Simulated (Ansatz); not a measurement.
F₃Ga, charge -1, doublet, at a GFN2-xTB geometry (such geometries of metal compounds can be far from the true shape) (a state made from the parent by changing its charge; the spin is typed, not shown lowest) (a gas-phase anion, which may not be bound at this level); CAM-B3LYP/cc-pVQZ in Ansatz (a first-principles code).

The Ansatz input:
Ansatz 0.2 input:
```yaml
crystal:
  periodic: [false, false, false]
  atoms:
    - {symbol: Ga, position_ang: [-0.01722873, -0.01289214, 0.01677559]}
    - {symbol: F, position_ang: [-1.70650775, -1.08516163, 0.06884693]}
    - {symbol: F, position_ang: [-0.00265406, 1.82219157, -0.78423006]}
    - {symbol: F, position_ang: [1.67419195, -0.80060532, 0.73468508]}
basis:
  gaussian:
    orbitals: cc-pVQZ
hamiltonian:
  xc: cam_b3lyp
total_charge: -1
magnetization: {spin_polarized: true, initial_magnetization: 1}
```

Output, abridged:

```
Functional definition: CAM-B3LYP
1040 factors; their error is unknown
180 factors; integrals over basis functions are off by at most 5.5e-5 eV
mean field evaluation 1: about -60537.9896 eV, gradient 1.7e1 eV
mean field evaluation 2: about -60537.5972 eV, gradient 2.4e1 eV
mean field evaluation 4: about -60538.9301 eV, gradient 1.2e0 eV
mean field evaluation 8: about -60539.1383 eV, gradient 3.3e-2 eV
mean field evaluation 16: about -60539.1384 eV, gradient 1.3e-4 eV
mean field -60539.13836319 eV, -2224.7722999456 hartree, gradient 1.7e-5 eV, S^2 0.754056; 0 other end points of the search recorded, 0 dependent functions left out
reference -60539.13849187 eV, -2224.7723046743 hartree; 30, 29 occupied and 203, 204 virtual orbitals, 1040 factors
Total energy: -60539.13849187 eV, -2224.7723046743 hartree
```
